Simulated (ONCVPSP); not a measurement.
## Nb (Z = 41), ONCV: configuration errors across variants

ONCVPSP 4.0.1 input, shortened (lines: element, Z, core and valence counts, functional; n l f; lmax; l rc ep ncon nbas qcut; lloc lpopt rc5 dvloc0; l nproj debl; icmod fcfact rcfact), PBE, scalar-relativistic:

```
  Nb 41.00    8    1        4      upf
    1    0    2.00
    2    0    2.00
    2    1    6.00
    3    0    2.00
    3    1    6.00
    3    2   10.00
    4    0    2.00
    4    1    6.00
    4    2    2.00
    2
    0    2.70    0.15    3    7    2.50
    1    2.40    0.27    3    6    3.20
    2    2.70    0.00    4    8    5.80
    4    5    1.65    4.00
    0    2    2.50
    1    2    3.40
    2    1    3.10
    3    4.75    1.65
```

In the s channel the program set the typed energies aside and used 0.050, 2.550 Ha. In the p channel the program set the typed energies aside and used 0.050, 3.450 Ha.

All-electron excitation energies from the reference (eV): (1) 4d4 5s1 -45.402; (2) 4d4 -38.765; (3) 4d3 -24.724; (4) 4d3 5s1 5p1 -42.611.

2 further variants failed, have other tests or too few solved ones, and are left out.

A true bound ghost makes a file unfit for plane-wave use even where its test errors are small: the radial tests pick states by their node count and pass the ghost by.

Errors AE − PS in meV (a dash: test not solved or not reliable):

| change | (1) | (2) | (3) | (4) | bound ghosts | GHOST(+) flags above zero |
| --- | --- | --- | --- | --- | --- | --- |
| base | -384 | -365 | -84 | -60 | none | s, p |
| s: rc 1.9 | -381 | -365 | -84 | – | none | s, p |
| s: rc 2.12 | -408 | -365 | -84 | -93 | none | s, p |
| s: rc 2.34 | -403 | -365 | -84 | -84 | none | s, p |
| s: rc 2.56 | -354 | -365 | -84 | -24 | none | s, p |
| s: rc 3.48 | -686 | -365 | -84 | -395 | none | s, p |
| s: rc 3.94 | -819 | -365 | -84 | -512 | s | p |

**Question.** Give the same row for: s: rc 3.72.

**Answer.** -773, -365, -84, -471; bound ghosts: none; GHOST(+) flags above zero: s, p.
